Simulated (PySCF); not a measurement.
**Excitation energy of N²⁺ by level of theory**

N²⁺ [He] 2s2 2p1 (2P) → N²⁺ [He] 2s1 2p2 (4P), as a difference of total energies. All numbers are calculated (PySCF 2.14, scalar relativity by spin-free X2C-1e, in x2c-QZVPPall with one added diffuse shell each of s, p, d, f type (8s5p4d3f1g, 73 functions)). Correlated levels: valence and next inner shell: nothing frozen. The calculations carry no spin-orbit coupling.

```tsv
method	excitation energy (eV)
UHF	5.165
MP2 (valence and next inner shell)	6.425
SCS-MP2 (valence and next inner shell)	6.907
CCSD (valence and next inner shell)	7.006
CCSD(T) (valence and next inner shell)	7.043
```

Task: How much does correlation contribute at CCSD(T) (valence and next inner shell)?

Result: 7.043 − (5.165) = 1.878 eV, measured against UHF.
